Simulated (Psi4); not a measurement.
Internal rotation in SMILES C=Cc1cccc[c]1[GeH3]. Scanned: dihedral C1–C2–C3–C4; all other coordinates were relaxed at GFN2-xTB. Points at φ and −φ are mirror images.

Geometry of the scan point at 60° (Å):
```
19

C      2.9029    -0.0130     0.1605
C      1.7373     0.2691    -0.3983
C      0.4639    -0.3313     0.0181
C     -0.0076    -0.1725     1.3156
C     -1.2197    -0.7204     1.6956
C     -1.9750    -1.4288     0.7769
C     -1.5151    -1.5768    -0.5196
C     -0.3071    -1.0227    -0.9203
Ge     0.3109    -1.2447    -2.7584
H      2.9739    -0.6773     1.0068
H      3.8247     0.4217    -0.1873
H      1.6854     0.9198    -1.2658
H      0.5861     0.3834     2.0276
H     -1.5771    -0.5908     2.7069
H     -2.9219    -1.8598     1.0685
H     -2.1059    -2.1265    -1.2415
H      0.3787     0.0574    -3.4949
H     -0.6398    -2.1297    -3.4998
H      1.6747    -1.8521    -2.8311
```

Level of theory: PBE-D3(BJ)/def2-SVP // GFN2-xTB (Psi4).

Scanned values (°): -150, -120, -90, -60, -30, 0, 30, 60, 90, 120, 150, 180.

### Question
Locate the minima and the barriers on this grid.

### Answer
Lower than their neighbours: -150° (1.5 kcal/mol), 0° (0.0 kcal/mol), 150° (1.5 kcal/mol). Higher than their neighbours: -90° (3.9 kcal/mol), 90° (3.9 kcal/mol), 180° (1.5 kcal/mol). The whole profile spans 3.9 kcal/mol.
